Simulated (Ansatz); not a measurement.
Ansatz (a first-principles code) input (PBE-QIDH/def2-TZVPD):

Ansatz 0.2 input:
```yaml
crystal:
  periodic: [false, false, false]
  atoms:
    - {symbol: Si, position_ang: [-0.01269356, -0.00522575, 0.01010812]}
    - {symbol: C, position_ang: [-1.74811313, 0.57254283, -0.04560001]}
    - {symbol: O, position_ang: [0.22217972, -1.50969620, -0.60679027]}
    - {symbol: O, position_ang: [0.97049977, 0.94938331, -0.91017758]}
    - {symbol: O, position_ang: [0.37998505, -0.02524776, 1.60108001]}
    - {symbol: H, position_ang: [-2.25584904, 0.79934817, -0.97630530]}
    - {symbol: H, position_ang: [-2.35578838, 0.68090884, 0.84472526]}
    - {symbol: H, position_ang: [0.58161217, -1.55962592, -1.49626177]}
    - {symbol: H, position_ang: [0.93635737, 1.89808086, -0.76577170]}
    - {symbol: H, position_ang: [1.17873995, -0.49632342, 1.85280271]}
basis:
  gaussian:
    orbitals: def2-TZVPD
hamiltonian:
  xc: {name: PBE-QIDH}
magnetization: {spin_polarized: true, initial_magnetization: 1}
correlation: {electrons: outside_noble_gas}
```

End of the output:

```
integrals: 0.70 GiB planned
1614 factors; integrals over basis functions are off by at most 1.1e-3 eV
mean field: 2.10 GiB planned
mean field evaluation 1: about -15112.5003 eV, gradient 4.6e1 eV
mean field evaluation 2: about -15112.5850 eV, gradient 4.6e1 eV
mean field evaluation 4: about -15119.4405 eV, gradient 2.7e0 eV
mean field evaluation 8: about -15119.4903 eV, gradient 2.1e-1 eV
mean field evaluation 16: about -15119.4910 eV, gradient 5.3e-4 eV
mean field -15119.49100462 eV, -555.6310460608 hartree, gradient 4.3e-6 eV, S^2 0.756754; 0 other end points of the search recorded, 0 dependent functions left out
9 core orbitals not correlated
reference -15119.49102289 eV, -555.6310467321 hartree; 16, 15 occupied and 220, 221 virtual orbitals, 1614 factors
second order -29.45435478 eV of doubles, -0.00000000 eV of singles
Total energy: -15129.30914115 eV, -555.9918559232 hartree
```

It need not be the lowest isomer of its formula.
